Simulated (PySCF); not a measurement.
Chromium: a sound run and one with changed settings

Sound run: Cr [Ar] 3d5 4s1, Cr⁺ [Ar] 3d5. Computed with PySCF 2.14 in cc-pVDZ-DK (6s5p3d1f, 43 functions), with the spin-free X2C one-electron Hamiltonian (Gaussian nucleus). In the sound run the correlated levels freeze [Ar]. The sound run starts from symmetry-adapted Hartree-Fock orbitals and uses a fine grid where one is needed.

Changed run: basis STO-3G, all-electron and non-relativistic. This setting is unsound on purpose.

```tsv
species	method	sound run (hartree)	changed run (hartree)	converged
Cr	UHF	-1049.65356	-1032.07613	yes
Cr	M06-2X	n/a	-1032.94487	yes
Cr	B3LYP	-1050.79715	-1032.94763	yes
Cr	MP2	-1049.73482	-1032.07666	yes
Cr⁺	UHF	-1049.43261	-1032.00295	yes
Cr⁺	M06-2X	-1050.50050	-1032.84503	yes
Cr⁺	B3LYP	-1050.53607	-1032.83265	yes
Cr⁺	MP2	-1049.49807	-1032.00330	yes
```

Ionisation energy of Cr:

```json
{"method": "UHF", "sound run (eV)": "6.012", "changed run (eV)": "1.991"}
{"method": "M06-2X", "sound run (eV)": "n/a", "changed run (eV)": "2.717"}
{"method": "B3LYP", "sound run (eV)": "7.104", "changed run (eV)": "3.129"}
{"method": "MP2", "sound run (eV)": "6.442", "changed run (eV)": "1.996"}
{"method": "SCS-MP2", "sound run (eV)": "6.156", "changed run (eV)": "1.993"}
```

A minimal basis cannot let orbitals breathe on ionisation and holds almost no correlation. The Hamiltonian changed with the basis, so the totals do not compare.

For comparison, NIST gives 6.767 eV between the lowest levels.
